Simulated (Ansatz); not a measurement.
This geometry of CH$_{9}$AsSSi$_{2}$ (14 atoms, charge 0, multiplicity 1) is a first-order saddle point.

Theory: RKS B3LYP-D4/def2-SVP in Ansatz 0.2.0.

```xyz
14
Properties=species:S:1:pos:R:3
Si -2.048 1.912 0.534
S -0.535 1.093 1.833
C 0.722 0.534 0.585
Si 0.379 -1.264 0.102
As 1.869 -2.105 -1.425
H -3.099 2.450 1.440
H -1.475 3.004 -0.306
H -2.635 0.886 -0.375
H 0.742 1.205 -0.288
H 1.706 0.617 1.072
H -0.984 -1.353 -0.486
H 0.531 -2.130 1.300
H 3.044 -2.940 -1.058
H 1.769 -1.937 -2.900
```

Task: Which two structures does it join? (They come from a converged band through this point; their orientation in space is the band's.)

Result: No bond is made or broken. The height of As5 over the plane of its neighbours goes from -0.95 to 0.95 Å.

First end point:

```xyz
14
Properties=species:S:1:pos:R:3
Si -1.784 1.990 0.530
S -0.228 1.139 1.752
C 0.800 0.295 0.457
Si 0.198 -1.471 0.112
As 1.488 -2.579 -1.573
H -2.646 2.758 1.468
H -1.200 2.898 -0.501
H -2.593 0.952 -0.172
H 0.840 0.902 -0.461
H 1.825 0.266 0.859
H -1.218 -1.440 -0.349
H 0.287 -2.273 1.365
H 2.806 -2.100 -0.957
H 1.413 -1.364 -2.503
```

Last end point:

```xyz
14
Properties=species:S:1:pos:R:3
Si -1.787 1.998 0.510
S -0.212 1.271 1.786
C 0.916 0.500 0.531
Si 0.472 -1.318 0.212
As 2.021 -2.212 -1.383
H -2.744 2.687 1.417
H -1.242 2.958 -0.496
H -2.478 0.900 -0.225
H 0.923 1.096 -0.396
H 1.930 0.569 0.955
H -0.942 -1.413 -0.249
H 0.625 -2.082 1.482
H 1.186 -3.480 -1.570
H 1.319 -1.506 -2.546
```

Task: How far does it lie above each of them?

Result: 1.31 eV above the first and 1.29 eV above the second. This is the barrier of this one path; another mechanism may lie lower.

Time of the run: 8.8 min on 2 threads of Intel(R) Xeon(R) Platinum 8375C CPU @ 2.90GHz (Ice Lake), on a shared host, peak memory 0.46 GiB.
